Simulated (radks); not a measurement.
Q: Species: the tungsten ion W6+. Configuration: [Xe] 4f14. All-electron calculation, scalar-relativistic Kohn-Sham, PBE, spin-polarised, spherical densities, finite nucleus; Fermi nuclear charge, rms radius 5.3658 fm. Program: a radial shooting solver on a logarithmic mesh with Libxc functionals. Some entries of the table are withheld. Estimate them.

orbital,occ.,eigenvalue (hartree),<r> (bohr),<1/r> (bohr^-1)
1s,2,-2555.808,0.01835,87.05
2s,2,-443.4992,0.07758,(1)
2p,6,-388.3088,0.06944,18.45
3s,2,(2),0.2011,7.539
3p,6,-87.94649,(3),6.961
3d,10,-69.11658,0.1824,6.577
4s,2,-23.73765,0.4496,3.203
4p,6,-18.37247,0.4780,2.911
4d,10,-11.56462,0.5112,2.590
5s,2,-5.64271,1.046,1.277
5p,6,-4.26512,1.191,1.101
4f,14,-4.01265,0.5997,2.097

A: 
(1) 2s <1/r> (bohr^-1): 20.35
(2) 3s eigenvalue (hartree): -104.2986
(3) 3p <r> (bohr): 0.2013
